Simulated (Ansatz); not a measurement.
`CO[SiH2]N` at its PBE0-D4/def2-TZVP geometry, where that method's forces vanish. Charge 0, multiplicity 1.

```xyz
11

C     1.1995   -0.6825    1.0438
O     0.6076   -0.9754   -0.1976
Si   -0.8058   -0.2941   -0.6915
N    -0.8078    1.4014   -0.8791
H     1.5213    0.3639    1.0980
H     0.5112   -0.8770    1.8761
H     2.0765   -1.3204    1.1679
H    -1.8596   -0.5713    0.3226
H    -1.0544   -0.9440   -1.9962
H    -1.0960    2.0227   -0.1436
H    -0.2925    1.8766   -1.6003
```

Task: What forces (eV/Å) does PBE-D4/def2-TZVPP give on these atoms in Ansatz? (Estimate.)

Result: Computed: 
```
C1   0.099  0.045  0.207
O2   0.226 -0.353 -0.335
Si3 -0.283 -0.052 -0.067
N4  -0.110 -0.023 -0.052
H5   0.078  0.227  0.035
H6  -0.136 -0.034  0.200
H7   0.195 -0.132  0.042
H8  -0.133 -0.016  0.109
H9  -0.015 -0.075 -0.142
H10 -0.093  0.230  0.245
H11  0.173  0.182 -0.242
```
